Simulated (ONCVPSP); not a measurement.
Before and after: ONCV potential for Ag

ONCVPSP 4.0.1 input, shortened (lines: element, Z, core and valence counts, functional; n l f; lmax; l rc ep ncon nbas qcut; lloc lpopt rc5 dvloc0; l nproj debl; icmod fcfact rcfact), PBE, scalar-relativistic:

```
  Ag 47.00    6    5        4      upf
    1    0    2.00
    2    0    2.00
    2    1    6.00
    3    0    2.00
    3    1    6.00
    3    2   10.00
    4    0    2.00
    4    1    6.00
    4    2   10.00
    5    0    0.50
    5    1    0.50
    2
    0    1.80    0.00    3    6    7.20
    1    1.35    0.00    4    8   12.60
    2    1.30    0.00    3    7    7.10
    2    5    1.30    0.00
    0    2    3.10
    1    3    1.60
    2    0    2.20
    0    0.00    0.00
```

Change: all radii scaled by about 1.16 (s 2.08, p 1.56, d 1.50 bohr).

Cutoffs: the cutoffs (Ha) at which the residual kinetic energy of the hardest occupied pseudo-wave falls to 1 and 0.1 mHa per electron; they do not see the model core or the augmentation charge, which bear on the density cutoff. Errors are all-electron minus pseudo energies relative to the spin-unpolarised reference configuration.

Question: How do hardness, ghosts and transferability respond?

Answer: The potential gets neither clearly harder nor softer (44 Ha and 113 Ha → 45 Ha and 79 Ha); the p channel sets the loose cutoff, while the largest relative change is in d, which becomes softer; of the 3 tests that both files solve, the error grows in 1 and shrinks in 0 by more than 15 % and 0.3 meV (median size 1.1 → 1.1 meV); neither file shows a bound ghost.

```csv
quantity,base,changed
"cutoff, loose",44 Ha,45 Ha
"cutoff, tight",113 Ha,79 Ha
loose cutoff by channel,"s 11 Ha, p 44 Ha, d 41 Ha","s 10 Ha, p 45 Ha, d 25 Ha"
bound ghosts,none,none
GHOST(+) flags under 300 eV,none,none
tests with a reliable result,3 of 4,3 of 4
"error for 4s2 4p6 4d10 5s1 5p0, meV [ΔE -1.88 eV]",+0.3,+0.3
"error for 4s2 4p6 4d10 5s0 5p0, meV [ΔE 5.88 eV]",-1.1,-1.1
"error for 4s2 4p6 4d9 5s1 5p1, meV [ΔE 6.69 eV]",-4.7,-6.6
```
